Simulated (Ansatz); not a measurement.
Basis-set series for `[GaH2][O][GeH3]`. Charge 0, multiplicity 1. The structure was optimised at the PBE0-D4/def2-TZVP level.

```
atom   x (Å)   y (Å)   z (Å)
 Ga1  -1.567   0.056   0.953
  O2   0.144   0.453   0.653
 Ge3   1.232   0.006  -0.669
  H4  -2.144   0.670   2.264
  H5  -2.279  -0.844  -0.110
  H6   0.481  -0.877  -1.689
  H7   2.416  -0.766  -0.064
  H8   1.717   1.303  -1.339
```

| functional | basis | functions | energy (Eh) | HOMO (eV) | LUMO (eV) |
| --- | --- | --- | --- | --- | --- |
| PBE0-D4 | def2-SVP | 103 | -4078.93960 | -8.13 | -1.17 |
| PBE0-D4 | def2-QZVPP | 385 | -4079.63877 | -8.20 | -1.30 |
| ωB97M-V | def2-SVP | 103 | -4079.27844 | -10.35 | 0.57 |
| ωB97M-V | def2-QZVPP | 385 | -4079.97646 | -10.47 | 0.21 |

(1) Give the rows for def2-TZVPP. (Best estimate.)

Answers

(1) Computed: 
```json
{"functional": "PBE0-D4", "basis": "def2-TZVPP", "functions": "197", "energy (Eh)": "-4079.54451", "HOMO (eV)": "-8.19", "LUMO (eV)": "-1.25"}
{"functional": "ωB97M-V", "basis": "def2-TZVPP", "functions": "197", "energy (Eh)": "-4079.88495", "HOMO (eV)": "-10.46", "LUMO (eV)": "0.43"}
```

Positive LUMOs are unbound and depend on the basis. Scalar relativity is left out up to krypton.
